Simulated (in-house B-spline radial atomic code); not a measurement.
Orbital energies and mean radii along the 17-electron series, configuration [Ne] 3s2 3p5. The effective charge is n√(-2ε), a non-relativistic measure. Computed with a radial B-spline atomic code at the basis-set limit: non-relativistic Hartree-Fock, average of the configuration, point nuclei.

This level leaves out relativity, spin-orbit splitting included, which matters for heavy ions.

```json
{"ion": "Sr21+", "Z": "38", "energy of 3s (Eh)": "-38.822", "mean radius of 3s (bohr)": "0.44395", "energy of 2s (Eh)": "-111.54", "mean radius of 2s (bohr)": "0.17459", "energy of 3p (Eh)": "-36.155", "mean radius of 3p (bohr)": "0.43161", "effective charge of 3s": "26.435"}
{"ion": "Zr23+", "Z": "40", "energy of 3s (Eh)": "-45", "mean radius of 3s (bohr)": "0.4163", "energy of 2s (Eh)": "-126.95", "mean radius of 2s (bohr)": "0.16502", "energy of 3p (Eh)": "-42.134", "mean radius of 3p (bohr)": "0.40341", "effective charge of 3s": "28.46"}
{"ion": "Nb24+", "Z": "41", "energy of 3s (Eh)": "-48.256", "mean radius of 3s (bohr)": "0.40374", "energy of 2s (Eh)": "-135.03", "mean radius of 2s (bohr)": "0.16062", "energy of 3p (Eh)": "-45.291", "mean radius of 3p (bohr)": "0.39067", "effective charge of 3s": "29.472"}
{"ion": "Mo25+", "Z": "42", "energy of 3s (Eh)": "-51.623", "mean radius of 3s (bohr)": "0.39192", "energy of 2s (Eh)": "-143.36", "mean radius of 2s (bohr)": "0.15644", "energy of 3p (Eh)": "-48.559", "mean radius of 3p (bohr)": "0.37871", "effective charge of 3s": "30.483"}
{"ion": "Tc26+", "Z": "43", "energy of 3s (Eh)": "-55.102", "mean radius of 3s (bohr)": "0.38078", "energy of 2s (Eh)": "-151.94", "mean radius of 2s (bohr)": "0.15248", "energy of 3p (Eh)": "-51.938", "mean radius of 3p (bohr)": "0.36747", "effective charge of 3s": "31.493"}
{"ion": "Ru27+", "Z": "44", "energy of 3s (Eh)": "-58.692", "mean radius of 3s (bohr)": "0.37026", "energy of 2s (Eh)": "-160.77", "mean radius of 2s (bohr)": "0.14871", "energy of 3p (Eh)": "-55.429", "mean radius of 3p (bohr)": "0.35688", "effective charge of 3s": "32.503"}
{"ion": "Rh28+", "Z": "45", "energy of 3s (Eh)": "-62.393", "mean radius of 3s (bohr)": "0.3603", "energy of 2s (Eh)": "-169.85", "mean radius of 2s (bohr)": "0.14512", "energy of 3p (Eh)": "-59.031", "mean radius of 3p (bohr)": "0.34689", "effective charge of 3s": "33.512"}
{"ion": "Pd29+", "Z": "46", "energy of 3s (Eh)": "-66.206", "mean radius of 3s (bohr)": "0.35088", "energy of 2s (Eh)": "-179.19", "mean radius of 2s (bohr)": "0.14171", "energy of 3p (Eh)": "-62.744", "mean radius of 3p (bohr)": "0.33745", "effective charge of 3s": "34.521"}
{"ion": "Ag30+", "Z": "47", "energy of 3s (Eh)": "-70.129", "mean radius of 3s (bohr)": "0.34193", "energy of 2s (Eh)": "-188.77", "mean radius of 2s (bohr)": "0.13844", "energy of 3p (Eh)": "-66.569", "mean radius of 3p (bohr)": "0.32851", "effective charge of 3s": "35.529"}
{"ion": "Cd31+", "Z": "48", "energy of 3s (Eh)": "-74.164", "mean radius of 3s (bohr)": "0.33344", "energy of 2s (Eh)": "-198.6", "mean radius of 2s (bohr)": "0.13533", "energy of 3p (Eh)": "-70.504", "mean radius of 3p (bohr)": "0.32004", "effective charge of 3s": "36.537"}
{"ion": "In32+", "Z": "49", "energy of 3s (Eh)": "-78.311", "mean radius of 3s (bohr)": "0.32535", "energy of 2s (Eh)": "-208.69", "mean radius of 2s (bohr)": "0.13235", "energy of 3p (Eh)": "-74.551", "mean radius of 3p (bohr)": "0.312", "effective charge of 3s": "37.545"}
{"ion": "Sn33+", "Z": "50", "energy of 3s (Eh)": "-82.568", "mean radius of 3s (bohr)": "0.31766", "energy of 2s (Eh)": "-219.02", "mean radius of 2s (bohr)": "0.1295", "energy of 3p (Eh)": "-78.71", "mean radius of 3p (bohr)": "0.30435", "effective charge of 3s": "38.552"}
{"ion": "Sb34+", "Z": "51", "energy of 3s (Eh)": "-86.937", "mean radius of 3s (bohr)": "0.31032", "energy of 2s (Eh)": "-229.6", "mean radius of 2s (bohr)": "0.12677", "energy of 3p (Eh)": "-82.979", "mean radius of 3p (bohr)": "0.29707", "effective charge of 3s": "39.558"}
{"ion": "Te35+", "Z": "52", "energy of 3s (Eh)": "-91.417", "mean radius of 3s (bohr)": "0.30331", "energy of 2s (Eh)": "-240.44", "mean radius of 2s (bohr)": "0.12415", "energy of 3p (Eh)": "-87.36", "mean radius of 3p (bohr)": "0.29014", "effective charge of 3s": "40.565"}
{"ion": "I36+", "Z": "53", "energy of 3s (Eh)": "?", "mean radius of 3s (bohr)": "?", "energy of 2s (Eh)": "?", "mean radius of 2s (bohr)": "?", "energy of 3p (Eh)": "?", "mean radius of 3p (bohr)": "?", "effective charge of 3s": "?"}
{"ion": "Xe37+", "Z": "54", "energy of 3s (Eh)": "-100.71", "mean radius of 3s (bohr)": "0.29021", "energy of 2s (Eh)": "-262.86", "mean radius of 2s (bohr)": "0.11923", "energy of 3p (Eh)": "-96.455", "mean radius of 3p (bohr)": "0.2772", "effective charge of 3s": "42.577"}
{"ion": "Cs38+", "Z": "55", "energy of 3s (Eh)": "?", "mean radius of 3s (bohr)": "?", "energy of 2s (Eh)": "?", "mean radius of 2s (bohr)": "?", "energy of 3p (Eh)": "?", "mean radius of 3p (bohr)": "?", "effective charge of 3s": "?"}
{"ion": "Ba39+", "Z": "56", "energy of 3s (Eh)": "-110.45", "mean radius of 3s (bohr)": "0.2782", "energy of 2s (Eh)": "-286.28", "mean radius of 2s (bohr)": "0.11468", "energy of 3p (Eh)": "-106", "mean radius of 3p (bohr)": "0.26537", "effective charge of 3s": "44.588"}
{"ion": "La40+", "Z": "57", "energy of 3s (Eh)": "?", "mean radius of 3s (bohr)": "?", "energy of 2s (Eh)": "?", "mean radius of 2s (bohr)": "?", "energy of 3p (Eh)": "?", "mean radius of 3p (bohr)": "?", "effective charge of 3s": "?"}
{"ion": "Ce41+", "Z": "58", "energy of 3s (Eh)": "-120.63", "mean radius of 3s (bohr)": "0.26714", "energy of 2s (Eh)": "-310.7", "mean radius of 2s (bohr)": "0.11046", "energy of 3p (Eh)": "-115.98", "mean radius of 3p (bohr)": "0.25451", "effective charge of 3s": "46.598"}
```

Fill in the row of I36+.

energy of 3s (Eh): -96.008; mean radius of 3s (bohr): 0.29661; energy of 2s (Eh): -251.52; mean radius of 2s (bohr): 0.12164; energy of 3p (Eh): -91.852; mean radius of 3p (bohr): 0.28352; effective charge of 3s: 41.571.

Fill in the row of Cs38+.

energy of 3s (Eh): -105.52; mean radius of 3s (bohr): 0.28407; energy of 2s (Eh): -274.44; mean radius of 2s (bohr): 0.11691; energy of 3p (Eh): -101.17; mean radius of 3p (bohr): 0.27115; effective charge of 3s: 43.582.

Fill in the row of La40+.

energy of 3s (Eh): -115.48; mean radius of 3s (bohr): 0.27256; energy of 2s (Eh): -298.36; mean radius of 2s (bohr): 0.11253; energy of 3p (Eh): -110.93; mean radius of 3p (bohr): 0.25982; effective charge of 3s: 45.593.

How does the screening of 3s change?

Z less the effective charge goes from 11.57 at Z = 38 to 11.40 at Z = 58.
